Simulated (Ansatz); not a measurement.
## Ansatz (development build ahead of 0.2.0) run

```yaml
crystal:
  periodic: [false, false, false]
  atoms:
    - { symbol: Cu, position_ang: [0.0, 0.0, 1.4] }
    - { symbol: Cu, position_ang: [0.0, 0.0, -1.4] }
    - { symbol: O, position_ang: [0.0, 1.15, 0.0] }
    - { symbol: O, position_ang: [0.0, -1.15, 0.0] }
basis:
  gaussian: { orbitals: pcseg-2 }
total_charge: 2
magnetization:
  initial_magnetization: 2
hamiltonian:
  xc: hf
```

The input is written out in the form of the current development build from the run's settings.

Output:

```
Converged                       : yes
Total energy                    : -3426.75923 hartree
Spin squared of the determinant : 2.000
Stability test                  : minimum among restricted orbitals
```

Caution: no unrestricted run beside it, a lower state can exist; other spin multiplicities may lie lower.
